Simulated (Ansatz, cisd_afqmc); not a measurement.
Species: CsI, charge 0, singlet. CsI (SMILES [I][Cs]).
B3LYP-D3(BJ)/def2-TZVP minimum from Ansatz (a program for electronic structure):
```xyz
2

Cs     0.0000     0.0000    -1.6572
I      0.0000     0.0000     1.7197
```
Charge 0, spin multiplicity 1.

Total energies in def2-TZVPP, 8 correlated electrons, 13 frozen orbitals. UHF or UKS for unpaired electrons; spin-orbit terms are left out. Cores are frozen in correlated methods (noble-gas shells, and filled d and f shells in the p block). Past Kr the def2 sets carry scalar-relativistic core potentials. AFQMC is phaseless with a CISD trial state; ± is one standard error, without the phaseless bias. Outlying blocks are dropped, and bars are widened where a walk drifts. Over all cases where full CI ran beside it in this data, AFQMC minus full CI had a median of +0.1 mEh and passed +0.4 mEh in a tenth of the cases. Spin-orbit terms, left out, reach several kcal/mol for Br and I, and more for heavier atoms.

The bar of a AFQMC/CISD walk is widened from 0.23 to 0.30 mEh, since its error had not levelled off in the blocking analysis.

| method | program | energy (Eh) | minus CCSDT(Q) (mEh) |
|---|---|---|---|
| HF | Ansatz | -316.61528 | 164.32 |
| MP2 | Ansatz | -316.75868 | 20.92 |
| CCSD | Ansatz | -316.77327 | 6.33 |
| CCSD(T) | Ansatz | -316.77899 | 0.61 |
| CCSDT(Q) | Ansatz | -316.77960 | 0.00 |
| AFQMC/CISD | cisd_afqmc | -316.7795 ± 0.0004 | 0.1 ± 0.4 |

Rough core times of Ansatz's runs on a shared machine: CCSD(T) under 20 s, CCSDT(Q) 40 s.
